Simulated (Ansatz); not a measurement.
Geometry optimisation, RKS PBE/def2-SVP (Ansatz 0.2.0).

Input file:

```yaml
crystal:
  periodic: [false, false, false]
  atoms:
    - { symbol: C, position_ang: [-0.01258, 0.93913, 0.37612] }
    - { symbol: "N", position_ang: [0.42245, 0.02551, 1.08869] }
    - { symbol: Mg, position_ang: [0.42482, -1.76404, 0.31493] }
    - { symbol: Br, position_ang: [-0.401, -1.99894, -1.88995] }
    - { symbol: H, position_ang: [-0.40076, 0.83885, -0.65975] }
    - { symbol: H, position_ang: [-0.03291, 1.95949, 0.76995] }
basis:
  gaussian: { orbitals: def2-SVP }
hamiltonian:
  xc: pbe
relax:
  f_tol: 0.015
  max_steps: 40
```

Command:

```bash
$ ansatz run input.yaml --threads 1 --pin off --max-ram 2048MiB --backend cpu --events-out ev --progress --plain --runs-dir out
```

Question: Where does it end, and by what steps?

Answer: The forces met the threshold. The force dipped under the threshold on the way, but the program's further checks kept it going. After 24 steps the energy has fallen by 0.845 eV; Br4 moved furthest, 1.89 Å.

```json
{"step": "0", "energy less start (eV)": "0.0000", "largest force component (eV/Å)": "2.265", "accepted": "yes"}
{"step": "1", "energy less start (eV)": "-0.2362", "largest force component (eV/Å)": "0.722", "accepted": "yes"}
{"step": "2", "energy less start (eV)": "-0.3645", "largest force component (eV/Å)": "0.325", "accepted": "yes"}
{"step": "3", "energy less start (eV)": "-0.4416", "largest force component (eV/Å)": "0.264", "accepted": "yes"}
{"step": "4", "energy less start (eV)": "-0.5120", "largest force component (eV/Å)": "0.252", "accepted": "yes"}
{"step": "5", "energy less start (eV)": "-0.5752", "largest force component (eV/Å)": "0.361", "accepted": "yes"}
{"step": "6", "energy less start (eV)": "-0.6021", "largest force component (eV/Å)": "1.050", "accepted": "yes"}
{"step": "7", "energy less start (eV)": "-0.7086", "largest force component (eV/Å)": "0.398", "accepted": "yes"}
{"step": "8", "energy less start (eV)": "-0.7715", "largest force component (eV/Å)": "0.444", "accepted": "yes"}
{"step": "9", "energy less start (eV)": "-0.8068", "largest force component (eV/Å)": "0.312", "accepted": "yes"}
{"step": "10", "energy less start (eV)": "-0.8284", "largest force component (eV/Å)": "1.062", "accepted": "yes"}
{"step": "11", "energy less start (eV)": "-0.8422", "largest force component (eV/Å)": "0.467", "accepted": "yes"}
{"step": "12", "energy less start (eV)": "-0.8442", "largest force component (eV/Å)": "0.071", "accepted": "yes"}
{"step": "13", "energy less start (eV)": "-0.8448", "largest force component (eV/Å)": "0.054", "accepted": "yes"}
{"step": "14", "energy less start (eV)": "-0.8451", "largest force component (eV/Å)": "0.003", "accepted": "yes"}
{"step": "15", "energy less start (eV)": "-0.8451", "largest force component (eV/Å)": "0.037", "accepted": "yes"}
{"step": "16", "energy less start (eV)": "-0.8448", "largest force component (eV/Å)": "0.078", "accepted": "no"}
{"step": "17", "energy less start (eV)": "-0.8452", "largest force component (eV/Å)": "0.037", "accepted": "yes"}
{"step": "18", "energy less start (eV)": "-0.8452", "largest force component (eV/Å)": "0.030", "accepted": "yes"}
{"step": "19", "energy less start (eV)": "-0.8453", "largest force component (eV/Å)": "0.028", "accepted": "yes"}
{"step": "20", "energy less start (eV)": "-0.8453", "largest force component (eV/Å)": "0.019", "accepted": "yes"}
{"step": "21", "energy less start (eV)": "-0.8453", "largest force component (eV/Å)": "0.008", "accepted": "yes"}
{"step": "22", "energy less start (eV)": "-0.8453", "largest force component (eV/Å)": "0.010", "accepted": "yes"}
{"step": "23", "energy less start (eV)": "-0.8453", "largest force component (eV/Å)": "0.037", "accepted": "no"}
{"step": "24", "energy less start (eV)": "-0.8453", "largest force component (eV/Å)": "0.008", "accepted": "yes"}
```

```xyz
6
Properties=species:S:1:pos:R:3
C -0.027 1.343 0.524
N 0.004 0.165 0.079
Mg 0.033 -1.580 -0.616
Br 0.075 -3.776 -1.476
H -0.426 2.219 -0.061
H 0.342 1.627 1.550
```

Time of the run: 91 s on 1 thread of Intel(R) Xeon(R) Processor @ 2.70GHz, on a shared host, peak memory 0.15 GiB.
